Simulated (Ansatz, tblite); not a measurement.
Removing an electron: [GeI3]- (GeI₃⁻). The state is a singlet with charge -1. Geometry: PBE0-D4/def2-SVPD. Ansatz, gas phase; energy differences of separate SCF runs; the oxidised species was run as a doublet alone.

```xyz
4

Ge    0.8705    0.1027    0.3955
I     0.1943   -2.3132   -0.6049
I     0.2352    1.6487   -1.7271
I    -1.3000    0.5618    1.9365
```

In the def2 sets I takes a core potential; there is no spin–orbit coupling. The xTB rows come from tblite.

| level | −HOMO (eV) | vertical IE (eV) | −LUMO (eV) | HOMO–LUMO gap (eV) |
| --- | --- | --- | --- | --- |
| GFN1-xTB | 4.55 | 6.92 | 0.70 | 3.85 |
| GFN2-xTB | 6.40 | 9.00 | 1.18 | 5.22 |
| PBE-D4/def2-TZVPD | 1.76 | 3.94 | -1.37 | 3.13 |
| r2SCAN-D4/def2-TZVPD | 1.95 | 4.05 | -1.54 | 3.50 |
| PBE0-D4/def2-TZVPD | 2.62 | 4.13 | -1.99 | 4.62 |

Relaxing the oxidised species (PBE0-D4/def2-SVPD) changes its energy by -0.51 eV at PBE0-D4/def2-TZVPD, so the adiabatic ionisation energy to this nearest minimum is 3.62 eV. At PBE-D4/def2-TZVPD it is 3.60 eV.   Raw xTB energy differences between charge states are shifted by several eV; the methods need an empirical correction for them.
